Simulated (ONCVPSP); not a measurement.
## u(r) = r·R(r): atom against pseudo-atom (magnesium)

Columns: radius, all-electron u(r) and pseudo u(r) of the 2s shell (level -81.67 eV) of magnesium in the configuration [He] 2s2 2p6 3s1 3p1; PBEsol, scalar-relativistic, ONCV scheme, ONCVPSP 4.0.1.

```csv
r (bohr),all-electron,pseudo
0.065,-0.5586,0.2248
0.130,-0.3285,0.4401
0.195,0.1066,0.6372
0.260,0.5215,0.8086
0.325,0.8424,0.9485
0.390,1.0582,1.0538
0.455,1.1816,1.1233
0.520,1.2324,1.1582
0.585,1.2296,1.1612
0.650,1.1901,1.1369
0.715,1.1268,1.0905
0.780,1.0493,1.0276
0.845,0.9648,0.9536
0.910,0.8781,0.8734
0.975,0.7927,0.7912
1.040,0.7109,0.7105
1.105,0.6339,0.6338
1.170,0.5627,0.5626
1.235,0.4975,0.4974
1.300,0.4383,0.4382
1.365,0.3851,0.3850
1.430,0.3374,0.3374
1.495,0.2951,0.2950
1.560,0.2575,0.2574
1.625,0.2243,0.2243
1.690,0.1951,0.1951
```

(1) How many radial nodes do the two functions have?

(2) At about which radius was the pseudo-wave matched?

(3) Where does each function peak?

(4) Is the pseudo-wave norm-conserving?

Results:

(1) The all-electron 2s function has n − l − 1 = 1; the pseudo-wave has 0, since the states of the same l below it are removed with the core.

(2) 1.15 bohr. The columns agree to 0.0005 from 1.04 bohr on; several derivatives are matched, so the curves merge somewhat inside the radius.

(3) Outermost all-electron maximum near 0.52 bohr, pseudo maximum near 0.58 bohr (to the table’s step).

(4) Yes: the ONCV scheme keeps the norm inside the radius equal to the all-electron one, which fixes the energy derivative of the logarithmic derivative at the level.
